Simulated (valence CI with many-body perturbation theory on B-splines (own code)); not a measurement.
Sc: electric-dipole lines

Level of theory: configuration interaction combined with many-body perturbation theory (CI+MBPT): three valence electrons over a frozen Dirac-Fock core [Ar], a basis of 7 s, 7 p, 8 d, 6 f, 4 g, 1 h functions for each j, with the one-electron correlation potential Σ1, the two-electron term Σ2, the three-electron term Σ3, Breit, model QED; selected CI, second order for the rest, scaled by the run's own slope (own B-spline code, finite nucleus).

Set against measurement, 36 paired levels are off by 313 cm⁻¹ on average, the worst by 843. These come from a selection out of the NIST Handbook of Basic Atomic Spectroscopic Data. Levels without a partner in it may be off by more, other configurations by 1,000 to 4,000 cm⁻¹.

Lines 201 to 250 of 497 in falling wavelength, among levels below 44231 cm⁻¹, chosen from the strongest by gf and those to the six lowest levels. Wavelengths and rates use the calculated energies, so an error of 300 cm⁻¹ moves a line at 5807 Å by 1.7 % and its rate by three times that or more. Electric multipoles are in the length gauge, E1 and E2 with the static RPA response of the core. Weak lines are less certain than strong ones. Lines between different terms over intervals too small for the method are left out, as are lines whose strength nearly cancels and 15 of this kind that miss the measured wavelength by over 7 %. Where a level lies close to another of its J and parity, the split of strength between their lines is uncertain. The highest levels of a list are the least certain.

Names give the largest LS component (configuration and term), which can be under half, so a name can repeat, a term be missing and a line seem to break the LS rules; names also repeat where a configuration has a term twice. Letters in brackets count levels of one name in rising energy.

| λ vac (Å) | λ from measured levels | Upper | Lower | A (s⁻¹) | S (a.u.) with core polarisation | S without |
| --- | --- | --- | --- | --- | --- | --- |
| 5810 |  | 3d.4p2 2D_5/2 | 3d.4s.4p 2P°_3/2 [b] | 5.13e+06 | 2.98e+00 | 3.34e+00 |
| 5807 | 5713 | 3d2.4p 4G°_5/2 | 3d2.4s 4F_3/2 | 4.51e+07 | 2.61e+01 | 2.77e+01 |
| 5804 | 5710 | 3d2.4p 4G°_9/2 | 3d2.4s 4F_9/2 | 4.61e+06 | 4.45e+00 | 4.72e+00 |
| 5795 | 5702 | 3d2.4p 4G°_7/2 | 3d2.4s 4F_5/2 | 4.55e+07 | 3.50e+01 | 3.71e+01 |
| 5782 | 5688 | 3d2.4p 4G°_9/2 | 3d2.4s 4F_7/2 | 4.88e+07 | 4.66e+01 | 4.94e+01 |
| 5767 | 5673 | 3d2.4p 4G°_11/2 | 3d2.4s 4F_9/2 | 5.39e+07 | 6.12e+01 | 6.49e+01 |
| 5634 |  | 3d.4s.4d 2F_5/2 [a] | 3d.4s.4p 2F°_5/2 [a] | 7.76e+06 | 4.11e+00 | 4.29e+00 |
| 5621 |  | 3d.4s.4d 2F_7/2 [a] | 3d.4s.4p 2F°_7/2 [a] | 8.44e+06 | 5.92e+00 | 6.15e+00 |
| 5610 |  | 3d2.4p 2G°_9/2 [a] | 3d2.4s 2F_7/2 | 4.26e+07 | 3.71e+01 | 3.85e+01 |
| 5604 |  | 3d2.4p 2G°_7/2 [a] | 3d2.4s 2F_5/2 | 4.18e+07 | 2.90e+01 | 3.01e+01 |
| 5542 |  | 3d.4s.4d 2D_5/2 [b] | 3d.4s.4p 2P°_3/2 [b] | 1.95e+07 | 9.83e+00 | 1.00e+01 |
| 5533 |  | 3d.4s.4d 2D_3/2 [b] | 3d.4s.4p 2P°_1/2 [b] | 1.60e+07 | 5.36e+00 | 5.49e+00 |
| 5479 |  | 3d2.4p 2F°_5/2 [a] | 3d2.4s 2F_5/2 | 5.86e+07 | 2.85e+01 | 2.97e+01 |
| 5477 |  | 3d2.4p 2F°_7/2 [a] | 3d2.4s 2F_7/2 | 5.81e+07 | 3.77e+01 | 3.93e+01 |
| 5434 |  | 3d.4s.5s 4D_5/2 | 3d.4s.4p 4D°_7/2 | 9.84e+06 | 4.67e+00 | 4.55e+00 |
| 5432 |  | 3d.4s.5s 4D_3/2 | 3d.4s.4p 4D°_5/2 | 7.77e+06 | 2.46e+00 | 2.39e+00 |
| 5415 |  | 3d.4s.5s 4D_5/2 | 3d.4s.4p 4D°_5/2 | 1.35e+07 | 6.37e+00 | 6.20e+00 |
| 5408 |  | 3d.4s.5s 4D_7/2 | 3d.4s.4p 4D°_7/2 | 2.68e+07 | 1.67e+01 | 1.63e+01 |
| 5408 |  | 3d.4s.5s 4D_1/2 | 3d.4s.4p 4D°_3/2 | 2.43e+07 | 3.80e+00 | 3.70e+00 |
| 5406 |  | 3d.4s.4d 2P_3/2 [b] | 3d.4s.4p 2P°_3/2 [b] | 1.10e+07 | 3.44e+00 | 3.26e+00 |
| 5402 |  | 3d.4s.5s 4D_3/2 | 3d.4s.4p 2D°_5/2 [a] | 1.23e+07 | 3.83e+00 | 3.73e+00 |
| 5401 |  | 3d.4s.5s 4D_1/2 | 3d.4s.4p 4D°_1/2 | 1.70e+07 | 2.64e+00 | 2.57e+00 |
| 5392 |  | 3d.4s.5s 4D_3/2 | 3d.4s.4p 4D°_1/2 | 8.71e+06 | 2.69e+00 | 2.62e+00 |
| 5389 |  | 3d.4s.5s 4D_7/2 | 3d.4s.4p 4D°_5/2 | 4.15e+06 | 2.57e+00 | 2.50e+00 |
| 5381 |  | 3d.4s.5s 4D_5/2 | 3d.4s.4p 4D°_3/2 | 5.49e+06 | 2.53e+00 | 2.47e+00 |
| 5370 |  | 3d.4s.5s 4D_7/2 | 3d.4s.4p 4F°_9/2 | 4.06e+07 | 2.48e+01 | 2.42e+01 |
| 5356 |  | 3d2.4p 2H°_9/2 | 3d2.4s 2G_7/2 | 3.89e+07 | 2.95e+01 | 3.12e+01 |
| 5355 |  | 3d2.4p 2H°_9/2 | 3d2.4s 2G_9/2 | 6.38e+06 | 4.83e+00 | 5.13e+00 |
| 5354 |  | 3d.4s.5s 4D_5/2 | 3d.4s.4p 4F°_7/2 | 3.38e+07 | 1.53e+01 | 1.49e+01 |
| 5348 |  | 3d2.4p 2D°_5/2 [a] | 3d2.4s 2F_7/2 | 6.01e+07 | 2.72e+01 | 2.85e+01 |
| 5341 |  | 3d2.4p 2D°_3/2 [a] | 3d2.4s 2F_5/2 | 6.16e+07 | 1.85e+01 | 1.94e+01 |
| 5334 |  | 3d.4s.5s 4D_3/2 | 3d.4s.4p 4F°_5/2 | 2.83e+07 | 8.48e+00 | 8.26e+00 |
| 5333 | 5351 | 3d.4s.4p 2P°_3/2 [a] | 3d.4s2 2D_5/2 | 2.82e+05 | 8.44e-02 | 7.81e-02 |
| 5329 |  | 3d.4s.5s 4D_7/2 | 3d.4s.4p 4F°_7/2 | 7.34e+06 | 4.39e+00 | 4.27e+00 |
| 5328 |  | 3d2.4p 2H°_11/2 | 3d2.4s 2G_9/2 | 4.55e+07 | 4.08e+01 | 4.31e+01 |
| 5324 | 5344 | 3d.4s.4p 2P°_1/2 [a] | 3d.4s2 2D_3/2 | 4.84e+05 | 7.21e-02 | 6.84e-02 |
| 5319 |  | 3d.4s.5s 4D_1/2 | 3d.4s.4p 4F°_3/2 | 3.78e+07 | 5.61e+00 | 5.47e+00 |
| 5318 |  | 3d.4s.5s 4D_5/2 | 3d.4s.4p 4F°_5/2 | 1.14e+07 | 5.09e+00 | 4.95e+00 |
| 5310 |  | 3d.4s.5s 4D_3/2 | 3d.4s.4p 4F°_3/2 | 1.11e+07 | 3.27e+00 | 3.19e+00 |
| 5305 |  | 3d2.4p 2G°_7/2 [b] | 3d2.4s 2G_7/2 | 6.26e+07 | 3.69e+01 | 3.92e+01 |
| 5296 |  | 3d2.4p 2G°_9/2 [b] | 3d2.4s 2G_7/2 | 6.38e+06 | 4.67e+00 | 4.95e+00 |
| 5295 |  | 3d2.4p 2G°_9/2 [b] | 3d2.4s 2G_9/2 | 5.81e+07 | 4.26e+01 | 4.52e+01 |
| 5188 |  | 3d2.4p 4D°_5/2 [b] | 3d2.4s 4P_5/2 | 6.16e+06 | 2.55e+00 | 2.71e+00 |
| 5180 |  | 3d2.4p 4D°_3/2 [b] | 3d2.4s 4P_3/2 | 2.73e+07 | 7.50e+00 | 7.95e+00 |
| 5178 |  | 3d2.4p 4D°_1/2 [b] | 3d2.4s 4P_1/2 | 5.79e+07 | 7.94e+00 | 8.42e+00 |
| 5175 |  | 3d2.4p 4D°_7/2 [b] | 3d2.4s 4P_5/2 | 1.19e+07 | 6.50e+00 | 6.91e+00 |
| 5173 |  | 3d2.4p 4F°_7/2 | 3d2.4s 4F_9/2 | 9.05e+06 | 4.95e+00 | 5.23e+00 |
| 5171 |  | 3d2.4p 4F°_5/2 | 3d2.4s 4F_7/2 | 1.54e+07 | 6.30e+00 | 6.65e+00 |
| 5171 |  | 3d2.4p 4D°_5/2 [b] | 3d2.4s 4P_3/2 | 1.29e+07 | 5.26e+00 | 5.59e+00 |
| 5170 |  | 3d2.4p 4D°_3/2 [b] | 3d2.4s 4P_1/2 | 2.85e+07 | 7.76e+00 | 8.23e+00 |
